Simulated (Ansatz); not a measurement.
Input for Ansatz (a quantum-chemistry and plane-wave program): U-CCSD(T)/cc-pVDZ on H (SMILES [H]).

Ansatz 0.2 input:
```yaml
crystal:
  periodic: [false, false, false]
  atoms:
    - {symbol: H, position_ang: [0.00000000, 0.00000000, 0.00000000]}
basis:
  gaussian:
    orbitals: cc-pVDZ
magnetization: {spin_polarized: true, initial_magnetization: 1}
correlation: {method: ccsd_t, electrons: outside_noble_gas}
scf: {omitted_lower_state_checks: [cluster_reference]}
```

Question: What total energy does the run end on?

Answer: -0.4993 hartree (reference determinant -0.4993, T1 diagnostic 0.000).
